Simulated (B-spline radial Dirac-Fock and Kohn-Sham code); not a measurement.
**Dipole and non-dipole photoemission parameters of Ho⁺ 4s**

System: the Ho⁺ ion, configuration [Xe] 4f11 6s1; threshold 427.1 eV (orbital energy of the model). Model: Dirac-Hartree-Slater photoionisation with a Latter tail; cross sections with all multipoles, angular parameters from the dipole term and its interference with E2. Program: a B-spline atomic structure program.

The run's input, task.json:

```json
{"items": [{
  "Z": 67,
  "q": 1,
  "cfg": [[1, 0, 2], [2, 0, 2], [2, 1, 6], [3, 0, 2], [3, 1, 6], [3, 2, 10], [4, 0, 2], [4, 1, 6], [4, 2, 10], [4, 3, 11], [5, 0, 2], [5, 1, 6], [6, 0, 1]],
  "A": 165,
  "rrms": 5.2022,
  "do": "xps",
  "hv": [82.8, 94.0, 100, 121.0, 167.0, 197.0, 300, 316.0, 369.0, 392.0, 408.0, 709.0, 751.0, 940.0, 1000, 1486.9, 2010.0, 2050.0, 2310.0, 2330.0, 2430.0, 4000, 4770.0, 5100.0, 6000, 7520.0, 9251.7, 11300.0, 13900.0, 15000]
}]}
```

Launch: `python xray2_run.py task.json out`

```csv
hν (eV),σ (kb),β,γ
709,58.5,1.911,0.545
751,54.9,1.916,0.543
940,41.7,1.931,0.513
1000,38.5,1.934,0.499
1486.9,?,?,?
2010,13.6,1.956,0.249
2050,13.2,1.957,0.240
2310,10.9,1.959,0.185
2330,10.7,1.959,0.181
2430,9.99,1.960,0.162
4000,4.16,1.966,-0.051
4770,3.02,1.968,-0.104
5100,2.66,1.968,-0.119
6000,1.96,1.969,-0.141
7520,1.27,1.971,-0.128
9251.7,0.843,1.972,-0.064
11300,0.563,1.972,0.050
13900,0.368,1.972,0.226
15000,0.313,1.972,0.307
```

**Question.** Give the values at Al Kα (taken as 1486.9 eV).

**Answer.** σ = 22.0 kb, β = 1.949, γ = 0.378. For an s subshell δ is negligible.

Values without a named source are computed, but for edge energies of neutral atoms, which are taken from tables.
